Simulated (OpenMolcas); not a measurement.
Mo5+ among 3 point charges of -2 e arranged as a planar triangle (D3h), 1.74 Å from the ion.
```
   1.7400    0.0000    0.0000  -2.00
  -0.8700    1.5069    0.0000  -2.00
  -0.8700   -1.5069    0.0000  -2.00
```

```yaml
Program: OpenMolcas
Method: "SS-CASPT2, IPEA 0.25 Eh, imaginary shift 0.1 Eh (closed shells correlated: 4s 4p)"
Basis: ANO-RCC-VTZP [7s6p4d2f1g]
Scalar_Hamiltonian: DKH2, point nucleus
Active_space: 1 electron in 5 orbitals (4d)
State_averaging: 2S+1 = 2 even, 5 roots
Spin-orbit_coupling: RASSI with atomic mean-field integrals over the reference wave functions
```

Question: What is the spin-free ground state (labels of D3, the rotations of D3h)?

Answer: 2A1, 1-fold in its orbital part, 100 % from free-ion D terms; it has the highest spin that d1 allows.

Question: Where is the first state of the same spin?

Answer: 2E at 3700 cm-1 above the ground state.

Question: What are the lowest two levels with spin-orbit coupling?

Answer: A 2-fold level E1/2 with g = 0.44, 0.44, 1.82, then a 2-fold level E1/2 3940 cm-1 above it. Their leading multiplicities are 2 (100 %) and 2 (100 %).

Question: What is χT at 300 K, and how does it compare with the textbook value?

Answer: The lowest level has 2S+1 = 2, for which the spin-only value is χT = S(S+1) / 2 = 0.375 cm3 K/mol (g = 2). The computed 0.178 at 300 K differs by -0.197, through orbital momentum, spin-orbit coupling and any other state in reach.

Roots that are degenerate in the reference are averaged as groups; the widest CASPT2 spread within a group is 140 cm-1 (the 2-fold group of multiplicity 2 near 23200 cm-1 above the lowest state of its run). Shifts and gaps below about the spread of the groups concerned are not significant. Free-ion shares, where given, are those of the reference states; single-state CASPT2 does not remix them. This is an electrostatic model: the charges have no orbitals. No measured value stands beside these numbers.
